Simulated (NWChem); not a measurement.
# Correlation energy of HSi

```
Si
H 1 1.5402
```
Charge 0, spin multiplicity 2.

All runs are NWChem calculations. The geometry was optimised at UPBE0/def2-SVP, a minimum by its harmonic frequencies.

Basis set: cc-pVQZ. Each correlation energy counts from its own Hartree-Fock reference.

The correlated methods keep 5 core orbitals frozen. This spin state was chosen for the runs; another may lie lower. The structure started from a generated list of species. The unpaired electrons of the parent sit in orbitals of symmetry b1 (C2v labels of the run); other states weren't searched. No SCF solution was tested for a lower state. Open-shell Hartree-Fock references start from PBE0 orbitals. Coupled-cluster values serve here as a point of comparison, not as the truth.

Problem. Order these methods by the correlation energy they give, lowest first: UMP2, CCSD[T] on ROHF, CCSD on ROHF, SCS-UMP2.

Solution. CCSD[T] on ROHF (-117.1 mHa), CCSD on ROHF (-113.3 mHa), SCS-UMP2 (-94.7 mHa), UMP2 (-86.1 mHa)
